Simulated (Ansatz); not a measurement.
`C=[C]([GaH2])OC`, charge 0, multiplicity 1.

Question: Give a relaxed structure at PBE0-D4/def2-TZVP (Ansatz 0.2.0). (Best estimate.)

Answer: The calculation gave: 
```xyz
12

C    -1.1457   -0.5252    0.4692
C    -0.2246    0.3554    0.0523
Ga   -0.6444    2.2747    0.0349
O     1.0201    0.0328   -0.3766
C     1.3658   -1.3336   -0.3846
H    -2.1113   -0.1571    0.7910
H    -0.9941   -1.5986    0.5097
H    -2.0795    2.6777    0.5240
H     0.4072    3.3312   -0.4445
H     2.3876   -1.3930   -0.7555
H     0.7025   -1.9048   -1.0437
H     1.3163   -1.7596    0.6238
```
Point group Cs.
This is one stationary point; other conformers may exist.
